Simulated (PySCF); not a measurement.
BClH2OSe.

```xyz
6

B      0.4560     0.5847     0.0000
Cl    -0.7320     1.9029     0.0000
O      1.7793     0.8435     0.0000
H      1.9822     1.7875     0.0000
Se    -0.2112    -1.2346     0.0000
H      1.1267    -1.8339     0.0000
```
Charge 0, spin multiplicity 1.

Geometry: ωB97X-D3(BJ)/def2-SVP. The values are those of a single conformer.

Calculation: KT2/pcSseg-1 (PySCF). Non-relativistic, no solvent.

Computed absolute GIAO shielding of each atom: isotropic value and principal components (ppm):
```
atom  σ(iso)     σ11     σ22     σ33   span
----  ------  ------  ------  ------  -----
B1      60.1    28.4    69.1    82.7   54.4
Cl2    767.0   557.5   794.4   949.2  391.7
O3     149.3    49.3   184.5   214.1  164.8
H4      26.2    20.9    22.6    35.1   14.2
Se5   1946.6  1599.6  1906.9  2333.5  733.9
H6      29.2    20.3    24.7    42.5   22.1
```
